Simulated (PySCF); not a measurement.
C2H8InP, SMILES [CH3][In]([PH2])[CH3].

The structure is a stationary point at B3LYP-D3(BJ)/def2-SVP. The structure was generated by enumeration; whether it is a known compound was not checked. The def2 effective core potentials stand for the cores of In; spin–orbit coupling is left out. Other conformers were not sampled.

These are PBE/def2-TZVP run with PySCF values and carry that method's errors.

Gas-phase values at a fixed geometry.

```json
{
  "total_energy": "-612.27323 hartree",
  "highest_occupied_level": "-5.59 eV",
  "lowest_empty_level": "-1.89 eV",
  "orbital_gap": "3.70 eV",
  "dipole_moment": "1.52 D",
  "quadrupole, principal values (traceless, Buckingham form, about the centre of nuclear charge)": "-6.65, 0.23, 6.42 D·Å",
  "mean_static_polarisability": "98.7 bohr³ (14.63 Å³)",
  "polarisability_principal_values": "69.4, 103.4, 123.4 bohr³"
}
```
